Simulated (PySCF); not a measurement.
Simulated C 1s region for `FC(F)[SiH]1CC=CC1`, binding energy against the vacuum level.

Every computed line was given a Gaussian of 0.4 eV full width at half maximum and an area set by the number of equivalent atoms; the highest printed point is 100. The calculation used delta-SCF UKS SCAN, pcX-2 on the ionised atom, pcseg-1 elsewhere, spin-free X2C (PySCF).

```
binding energy (eV)  intensity
              289.9          1
              290.0          5
              290.1         18
              290.2         44
              290.3         79
              290.4        100
              290.5         90
              290.6         57
              290.7         26
              290.8          8
              290.9          2
              291.0          0
              291.1          0
              291.2          0
              291.3          0
              291.4          0
              291.5          0
              291.6          0
              291.7          0
              291.8          0
              291.9          0
              292.0          0
              292.1          0
              292.2          0
              292.3          0
              292.4          0
              292.5          0
              292.6          0
              292.7          0
              292.8          0
              292.9          0
              293.0          0
              293.1          0
              293.2          0
              293.3          0
              293.4          0
              293.5          0
              293.6          0
              293.7          0
              293.8          0
              293.9          0
              294.0          0
              294.1          0
              294.2          1
              294.3          3
              294.4          8
              294.5         17
              294.6         24
              294.7         24
              294.8         17
              294.9          9
              295.0          3
              295.1          1
              295.2          0
```

Q: How many maxima does the curve show, and how many computed lines lie under it?

A: The curve has 2 maxima (at 290.4 and 294.7 eV). Under it lie 3 lines from 3 inequivalent carbon sites. At this width some lines have no maximum of their own.

Q: Decompose the envelope and assign each component. Numbering: `[F:1][CH:2]([F:3])[SiH:4]1[CH2:5][CH:6]=[CH:7][CH2:8]1`.

A: 
```json
{"position (eV)": "290.40", "relative area": "2", "line": "C 1s", "atoms": "C5/C8", "environment": "sp3 carbon bound to silicon"}
{"position (eV)": "290.44", "relative area": "2", "line": "C 1s", "atoms": "C6/C7", "environment": "alkene CH carbon"}
{"position (eV)": "294.65", "relative area": "1", "line": "C 1s", "atoms": "C2", "environment": "CHF2 carbon"}
```

Q: What are the centre and the root-mean-square width of the whole band?

A: The area-weighted mean of the lines is 291.27 eV. Their own spread about it is 1.69 eV (rms) and each Gaussian has σ = 0.4/2.355 = 0.17 eV; the variances add, which gives 1.70 eV.

Lowest listed C 1s: C5/C8, bonded to C, 2 H and Si. Highest, 4.25 eV above it: C2, bonded to 2 F, H and Si. The widest gap between neighbouring values is 4.21 eV, between 290.44 and 294.65 eV. Summing the Pauling electronegativity differences to the bonded atoms, each weighted by its formal bond order, gives -1.35 for the lowest site and +1.86 for the highest; no listed site has a larger sum than the highest. The values 290.40 and 290.44 eV lie too close for their order to be trusted.

The curve has no shake-up lines and no vibrational structure. Topologically equivalent atoms share the value of their first member; where this conformer doesn't relate them by symmetry, their own values could differ. The structure is a single PBE0-D3(BJ)/def2-SVP conformer in the gas phase; no vibrational or solvent corrections.
